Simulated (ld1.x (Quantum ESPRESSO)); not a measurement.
tantalum: excitation energies, all-electron against TM

* Element: Ta (Z = 73)
* Generator: ld1.x (Quantum ESPRESSO) 7.5
* Type: norm-conserving Troullier–Martins (Kleinman–Bylander form)
* Functional: PBEsol
* Relativity: scalar-relativistic
* Frozen core: [Kr] 4d10 4f14
* Valence charge: 13
* Reference configuration: 5s2 5p6 5d3 6s0 6p0 (charge +2)
* Partial waves: 5p (bound): rc 1.20 bohr; 5d (bound): rc 2.25 bohr; 5s (bound): rc 1.70 bohr
* Local potential: the s channel
* Core correction: none

Energies are relative to the spin-unpolarised reference configuration 5s2 5p6 5d3 6s0 6p0; without spin polarisation the order of configurations can differ from experiment. The frozen-core shift is the all-electron ΔE with the core orbitals held at their reference shape minus the fully relaxed ΔE.

```tsv
valence configuration	charge	ΔE all-electron (eV)	error AE − PS (meV)	frozen-core shift (meV)
5s2 5p6 5d3 6s1 6p0	+1	-14.976	+1617	-3.4
5s2 5p6 5d2 6s0 6p0	+3	23.610	-8.6	+22
5s1 5p6 5d3 6s2 6p0	+1	55.768	+4117	+246
5s2 5p6 5d1 6s0 6p0	+4	58.648	-46	+125
5s2 5p6 5d3 6s1 6p1	0	-19.259	+1469	-5.1
5s2 5p6 5d2 6s2 6p0	+1	-15.757	+3544	-4.9
```

Q: What are ΔE and the potential's error for 5s2 5p6 5d3 6s2 6p0?

A: ΔE = -23.481 eV all-electron; the error (AE − PS) is +2632 meV.

Levels in the configuration 5s1 5p6 5d3 6s2 6p0:

```json
{"level": "5s", "all-electron (eV)": "-86.014", "pseudo (eV)": "-84.427"}
{"level": "5p", "all-electron (eV)": "-51.680", "pseudo (eV)": "-50.058"}
{"level": "5d", "all-electron (eV)": "-13.525", "pseudo (eV)": "-12.323"}
{"level": "6s", "all-electron (eV)": "-12.995", "pseudo (eV)": "-14.395"}
```

ld1.x printed “convergence not achieved” for 6 of the counted tests; their residual had stalled under 1e-8, short of the target of 1e-14. A variational frozen-core shift is positive and of second order in the change. This column holds negative values, so the frozen-core run of ld1.x carries numerical noise or an error of first order here, and the column gives no more than the rough size of the effect.
